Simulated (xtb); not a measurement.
CH₁₁NSi₄, SMILES [SiH]([SiH3])(/C=N\[SiH3])[SiH3]. All values are semi-empirical tight-binding results from xtb (GFN2-xTB unless named), good for trends rather than for accurate numbers. Geometry: GFN2-xTB. The structure was generated by enumeration; whether it is a known compound was not checked. One conformer was computed; it need not be the lowest.

A frequency run showed that this geometry is not a minimum.

Computed properties:
| Item | Result |
|---|---|
| point group as xtb finds it | Cs |
| orbital gap | 1.85 eV |
| dipole moment | 1.96 D |
| static polarisability (D4 model) | 134.9 bohr³ |
| solvation energy, GFN2-xTB/ALPB(water) | -1.3 kcal/mol |
| solvation energy, GFN2-xTB/ALPB(ch2cl2) | -4.8 kcal/mol |
